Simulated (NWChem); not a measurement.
System: HgI2; SMILES [I][Hg][I]

NWChem input:

```
start job
memory heap 200 mb stack 700 mb global 900 mb
geometry units angstroms noautoz
  Hg     0.000000     0.000000     0.000000
  I      0.000000     0.000000     2.607713
  I      0.000000     0.000000    -2.607713
end
basis spherical
  Hg library def2-svp
  I library def2-svp
end
ecp
  I library def2-ecp
  Hg library def2-ecp
end
dft
  xc b3lyp
  iterations 150
  mulliken
end
task dft energy
```

Output (shortened):

```
             Northwest Computational Chemistry Package (NWChem) 7.3.0
             --------------------------------------------------------

 ORDER OF PRIMARY AXIS IS BEING SET TO 4
 D4H symmetry detected

                             Geometry "geometry" -> ""
                             -------------------------

 Output coordinates in angstroms (scale by  1.889725989 to convert to a.u.)

  No.       Tag          Charge          X              Y              Z
 ---- ---------------- ---------- -------------- -------------- --------------
    1 Hg                  80.0000     0.00000000     0.00000000     0.00000000
    2 I                   53.0000     0.00000000     0.00000000     2.60771300
    3 I                   53.0000     0.00000000     0.00000000    -2.60771300

 Effective nuclear repulsion energy (a.u.)    2005.8390312651

      Symmetry information
      --------------------

 Group name             D4h
 Group number             28
 Group order              16
 No. of unique centers     2

                                 NWChem DFT Module
                                 -----------------

 Summary of "ao basis" -> "ao basis" (spherical)
 ------------------------------------------------------------------------------
       Tag                 Description            Shells   Functions and Types
 ---------------- ------------------------------  ------  ---------------------
 Hg                         def2-svp                12       32   6s3p2d1f
 I                          def2-svp                10       26   4s4p2d

      Symmetry analysis of basis
      --------------------------

        a1g        18
        a1u         0
        a2g         0
        a2u        14
        b1g         4
        b1u         3
        b2g         4
        b2u         3
        eg         16
        eu         22

            General Information
            -------------------
          SCF calculation type: DFT
          Wavefunction type:  closed shell.
          No. of atoms     :     3
          No. of electrons :    70
           Alpha electrons :    35
            Beta electrons :    35
          Charge           :     0
          Spin multiplicity:     1
          Use of symmetry is: on ; symmetry adaption is: on
          Maximum number of iterations: 150
          AO basis - number of functions:    84
                     number of shells:    32
          Convergence on energy requested:  1.00D-06
          Convergence on density requested:  1.00D-05
          Convergence on gradient requested:  5.00D-04

              XC Information
              --------------
                         B3LYP Method XC Potential
                     Hartree-Fock (Exact) Exchange  0.200
                        Slater Exchange Functional  0.800 local
                    Becke 1988 Exchange Functional  0.720 non-local
              Lee-Yang-Parr Correlation Functional  0.810
                  VWN I RPA Correlation Functional  0.190 local

             Grid Information
             ----------------
          Grid used for XC integration:  medium
          Radial quadrature: Mura-Knowles
          Angular quadrature: Lebedev.
          Tag              B.-S. Rad. Rad. Pts. Rad. Cut. Ang. Pts.
          ---              ---------- --------- --------- ---------
          Hg                  1.50      123           9.0       590
          I                   1.40      123          13.0       590
          Grid pruning is: on
          Number of quadrature shells:   246
          Spatial weights used:  Erf1

      Superposition of Atomic Density Guess
      -------------------------------------

 Sum of atomic energies:        -868.39913072

      Non-variational initial energy
      ------------------------------

 Total energy =    -746.185187
 1-e energy   =   -1837.364523
 2-e energy   =     824.836706
 HOMO         =      -0.335786
 LUMO         =      -0.064092

      Symmetry analysis of molecular orbitals - initial
      -------------------------------------------------

 !! scf_movecs_sym_adapt:   14 vectors were symmetry contaminated

  Symmetry fudging

 !! scf_movecs_sym_adapt:    8 vectors were symmetry contaminated

  Numbering of irreducible representations:

     1 a1g         2 a1u         3 a2g         4 a2u         5 b1g
     6 b1u         7 b2g         8 b2u         9 eg         10 eu

  Orbital symmetries:

     1 a1g         2 a2u         3 a1g         4 a2u         5 eg
     6 eg          7 eu          8 eu          9 a1g        10 a2u
    11 eu         12 eu         13 a1g        14 a2u        15 eg
    16 eg         17 eu         18 eu         19 b1g        20 b2g
    21 b1u        22 b2u        23 a1g        24 a2u        25 a1g
    26 eg         27 eg         28 b1g        29 b2g        30 a1g
    31 a2u        32 eu         33 eu         34 eg         35 eg
    36 a1g        37 eu         38 eu         39 a2u        40 a1g
    41 a1g        42 a2u        43 eg         44 eg         45 a1g

     ---------------------------------------------
      Total Density - Mulliken Population Analysis
     ---------------------------------------------

    Atom       Charge   Shell Charges
 -----------   ------   -------------------------------------------------------
    1 Hg  20    19.11   0.12 -0.54  1.77  0.65  0.62  0.37  5.57  0.48  0.10  8.86  1.08  0.00
    2 I   25    25.44   1.83  0.22  1.23  0.68  2.92  3.13  2.63  2.78  9.83  0.19
    3 I   25    25.44   1.83  0.22  1.23  0.68  2.92  3.13  2.63  2.78  9.83  0.19

[...]
```

Level: B3LYP/def2-SVP with def2 effective core potentials on I, Hg. Geometry: optimised at PBE0/def2-SVP. def2 effective core potentials on I, Hg; no spin-orbit coupling.
